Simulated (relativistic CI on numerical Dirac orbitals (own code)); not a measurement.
Hyperfine structure of Dy31+, mass number 163

Calculated at this level of theory: Dirac-Coulomb-Breit CI, KLI orbitals optimised for each configuration, model QED, unscaled Slater integrals (own radial code, finite nucleus).

Configuration list (outside the closed core [Ar] 3d10): 4s2 4p5, 4s 4p6, 4s2 4p4 4d, 4s 4p5 4d, 4s2 4p4 4f, 4s 4p5 4f, 4p6 4d, 4s 4p4 4d2, 4s2 4p3 4d 4f, 4p6 4f, 4p5 4d2, 4p4 4d3, 4p4 4d2 4f. Double excitations out of closed p, d and f shells are left out; levels of such configurations are missing from the list, as are those of other unlisted configurations, and high levels can miss mixing partners.

Nuclear spin I = 5/2, μ = 0.671 μN, Q = 2.65 b (tables of Stone and Pyykkö). The electronic factors are computed for point nuclear moments, without core polarisation or the Bohr-Weisskopf and QED corrections.

| Level | E (cm⁻¹) | A (MHz) | B (MHz) |
| --- | --- | --- | --- |
| 4s2 4p5 2P°_3/2 | 0 | 9478 | -183000 |
| 4s2 4p5 2P°_1/2 | 399280 | 71750 |  |
| 4s2 4p4 4d 2D_3/2 | 1056568 | 4634 | 86400 |
| 4s2 4p4 4d 4F_9/2 | 1066113 | 5179 | 67300 |

Levels with J = 0, under 50 % of one LS term, or S terms without an open s electron are left out. Small factors come from cancelling terms and can be off by tens of per cent or more.

At this charge energies of transitions that change n are usually good to better than 1 %, and those within a shell (Δn = 0) to a few per cent.

Question: Give the hyperfine levels of 4s2 4p5 2P°_1/2 relative to its centre of gravity.

Answer: With K = F(F + 1) − I(I + 1) − J(J + 1), E = AK/2: F = 2: -125600, F = 3: 89680 MHz.

LS names give the leading component of a level, which can be under half, so a name can repeat, a term be missing and a line seem to break the LS rules.
